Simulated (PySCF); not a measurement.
## Bond curve of InH⁺

Set-up: basis In def2-TZVP with ECP28, H def2-TZVP; scalar-relativistic core potentials; PySCF 2.14. Energies in eV from In⁺ + H in their ground configurations at the same level. State: ²Σ⁺ (doublet), unpaired electrons σ ↑.

All columns are PBE0. A positive dipole points towards H; it is taken about the centre of mass and depends on that origin.

```csv
R (Å),E (eV),μ (D),Mulliken charge on In (basis-dependent),HOMO (eV),LUMO (eV),Mayer bond order,⟨S²⟩
1.597,-0.068,0.16,0.89,-13.63,-10.11,0.83,0.76
1.671,-0.212,0.18,0.88,-13.68,-10.15,0.79,0.76
1.746,-0.286,0.21,0.87,-13.73,-10.15,0.75,0.76
1.801,-0.310,0.25,0.87,-13.76,-10.14,0.71,0.76
1.857,-0.315,0.29,0.86,-13.80,-10.12,0.67,0.76
1.913,-0.307,0.34,0.86,-13.84,-10.07,0.63,0.77
1.987,-0.286,0.42,0.85,-13.90,-9.99,0.57,0.77
2.080,-0.251,0.53,0.85,-13.97,-9.84,0.50,0.77
2.191,-0.211,0.64,0.85,-14.04,-9.61,0.42,0.77
2.340,-0.169,0.74,0.85,-14.12,-9.24,0.33,0.76
```

A fit through these points gives, at Re = 1.848 Å, μ = 0.28 D and dμ/dR = 0.872 D/Å; the reduced mass is 0.9991 u.

Question: How strong is the fundamental in the double-harmonic approximation, I = 42.26·(dμ/dR)²/μred km/mol?

Answer: I = 42.26·(0.872)²/0.9991 = 32.2 km/mol at PBE0.

The bond is weak. Basis-set superposition, not corrected here, can be much of De in a small basis, most of all at correlated wavefunction levels. Spin–orbit coupling is left out. For an ion De counts to the pair picked by the measured ionisation energies or electron affinities, which need not be the lowest pair at this level. The state was picked by a PBE0 search and need not be the measured ground state.
